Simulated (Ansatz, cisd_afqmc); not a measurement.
Species: SnCl, charge 0, doublet. SnCl (SMILES [Sn][Cl], doublet).
B3LYP-D3(BJ)/def2-TZVP minimum from Ansatz (an electronic-structure program):
```
Sn
Cl 1 2.3937
```
Charge 0, spin multiplicity 2.

Total energies in def2-SVP, 11 correlated electrons, 14 frozen orbitals. UHF or UKS for unpaired electrons; spin-orbit terms are left out. Correlated methods leave the cores frozen (noble-gas shells, and filled d and f shells in the p block). Past Kr the def2 sets carry scalar-relativistic core potentials. The Monte Carlo rows (phaseless AFQMC, CISD trial, step 0.005/hartree) carry one-sigma bars that omit the constraint's bias. Outlying blocks are dropped, and bars are widened where a walk drifts. Over all cases where full CI ran beside it in this data, AFQMC minus full CI had a median of +0.1 mEh and passed +0.4 mEh in a tenth of the cases. Spin-orbit terms, left out, reach several kcal/mol for Br and I, and more for heavier atoms.

```
method         program         energy (Eh)  minus CCSDTQ (mEh)
----------  ----------  ------------------  ------------------
HF              Ansatz          -672.74721              206.18
MP2             Ansatz          -672.92407               29.32
CCSD            Ansatz          -672.94748                5.91
CCSD(T)         Ansatz          -672.95230                1.09
CCSDT(Q)        Ansatz          -672.95342               -0.04
CCSDTQ          Ansatz          -672.95339                0.00
AFQMC/CISD  cisd_afqmc  -672.9530 ± 0.0002           0.4 ± 0.2
```

Rough core times of Ansatz's runs on a shared machine: CCSD(T) under 20 s, CCSDT(Q) 30 s, CCSDTQ 20 min.
